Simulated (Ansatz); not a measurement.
Relaxation of GaH$_{5}$S (7 atoms, charge 0, multiplicity 1), to a largest force component of 0.03 eV/Å in at most 50 steps.

Level of theory: RKS PBE0/def2-SVP (Ansatz).

```xyz
7
Properties=species:S:1:pos:R:3:forces:R:3
Ga -0.849 -0.460 0.288 0.04 0.42 -0.24
S -0.522 1.451 -0.860 -0.29 -0.26 0.24
H -1.391 -1.650 -0.561 0.02 -0.01 -0.02
H -0.552 -0.451 1.822 0.01 0.01 -0.01
H 1.525 -0.235 -0.555 -1.12 1.90 -0.72
H 1.888 -0.804 -0.349 1.33 -2.09 0.75
H -0.098 2.148 0.216 0.01 0.02 0.00
```

Problem. Where does it end, and by what steps?

Solution. It converged. After 9 steps the energy has fallen by 0.151 eV; H6 moved furthest, 0.39 Å.

```
step  energy less start (eV)  largest force component (eV/Å)  accepted
   0                  0.0000                           2.090       yes
   1                 -0.1271                           0.224       yes
   2                 -0.1354                           0.162       yes
   3                 -0.1311                           0.440        no
   4                 -0.1381                           0.044       yes
   5                 -0.1426                           0.077       yes
   6                 -0.1465                           0.362       yes
   7                 -0.1499                           0.099       yes
   8                 -0.1507                           0.042       yes
   9                 -0.1508                           0.006       yes
```

```xyz
7
Properties=species:S:1:pos:R:3
Ga -0.757 -0.342 0.235
S -0.835 1.615 -0.790
H -1.181 -1.559 -0.645
H -0.364 -0.371 1.747
H 1.755 -0.508 -0.602
H 1.813 -1.170 -0.226
H -0.432 2.335 0.280
```

Whether the end is a true minimum wasn't checked by a vibrational analysis.

Time of the run: 16 s on 2 threads of AMD EPYC 7R43 64-Core Processor (Zen 3) (shared host), peak memory 0.16 GiB.
